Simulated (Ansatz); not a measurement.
One change: `F[SiH]1CC1` becomes `F[Si]1(S)CC1`.

Ansatz, PBE0-D4/def2-TZVP geometries, multiplicity 1. Each molecule was computed in one conformer, which needn't be the lowest.

```tsv
property	`F[SiH]1CC1`
size of the dipole moment (PBE/def2-TZVPP) / D	1.22
HOMO energy (PBE/def2-TZVPP) / eV	-5.97
HOMO energy (PBE0/def2-TZVPP) / eV	-7.18
LUMO energy (ωB97M-V/def2-TZVPP) / eV	2.27
HOMO–LUMO gap (ωB97M-V/def2-TZVPP) / eV	11.67
HOMO energy (ωB97M-V/def2-TZVPP) / eV	-9.39
```

What does the change do to each property? (Estimate.)

Ansatz gave: 
| property | `F[Si]1(S)CC1` | shift |
| --- | --- | --- |
| size of the dipole moment (PBE/def2-TZVPP) / D | 1.17 | -0.05 |
| HOMO energy (PBE/def2-TZVPP) / eV | -5.98 | -0.01 |
| HOMO energy (PBE0/def2-TZVPP) / eV | -7.20 | -0.02 |
| LUMO energy (ωB97M-V/def2-TZVPP) / eV | 1.91 | -0.36 |
| HOMO–LUMO gap (ωB97M-V/def2-TZVPP) / eV | 11.29 | -0.38 |
| HOMO energy (ωB97M-V/def2-TZVPP) / eV | -9.38 | 0.01 |

The zero-point energy changes by 5.0 kJ/mol with +3 modes. Dipoles are sizes alone; their direction can turn.
